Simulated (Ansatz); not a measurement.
A single point on FH2MoNOS (`[NH2][Mo](=[O])([F])=[S]`).

```yaml
crystal:
  periodic: [false, false, false]
  atoms:
    - {symbol: N, position_ang: [-0.690789, 0.750148, 0.579890]}
    - {symbol: Mo, position_ang: [0.412864, -0.540229, -0.285468]}
    - {symbol: O, position_ang: [1.796165, -0.707267, 0.629748]}
    - {symbol: F, position_ang: [-0.471741, -2.158538, -0.412231]}
    - {symbol: S, position_ang: [0.874324, 0.189721, -2.209343]}
    - {symbol: H, position_ang: [-0.568281, 0.994247, 1.552654]}
    - {symbol: H, position_ang: [-1.291343, 1.403919, 0.099150]}
basis:
  gaussian: {orbitals: def2-QZVPP}
correlation: {method: mp2}
```

```sh
$ ansatz run in.yaml --threads 4 --pin off --events-out ev --progress --plain --max-ram 10444MiB
```

Shortened log:

```
Functional definition: HF
2390 factors; integrals over basis functions are off by at most 9.3e-4 eV
mean field evaluation 1: about -18906.9092 eV, gradient 7.6e1 eV
mean field evaluation 2: about -18907.1624 eV, gradient 7.6e1 eV
mean field evaluation 4: about -18917.2310 eV, gradient 1.2e1 eV
mean field evaluation 8: about -18917.5475 eV, gradient 1.3e0 eV
mean field evaluation 16: about -18917.5552 eV, gradient 2.7e-6 eV
mean field -18917.55522515 eV, -695.2073317449 hartree, gradient 3.3e-6 eV, S^2 0.000000; 0 other end points of the search recorded, 0 dependent functions left out; unrestricted orbitals would lower it
8 core orbitals not correlated: weight in the atoms' cores, before any rotation towards them, 1.000 or more for the frozen orbitals, at most 0.000 for the correlated occupied ones
reference -18917.55522515 eV, -695.2073317449 hartree; 20, 20 occupied and 354, 354 virtual orbitals, 2390 factors
second order -44.15248475 eV of doubles, -0.00000000 eV of singles
Total energy: -18961.70770991 eV, -696.8299056320 hartree
```

It took 25 s on 4 threads of an Arm Neoverse V1 on a shared host, with 1.7 GiB of host memory at the peak.
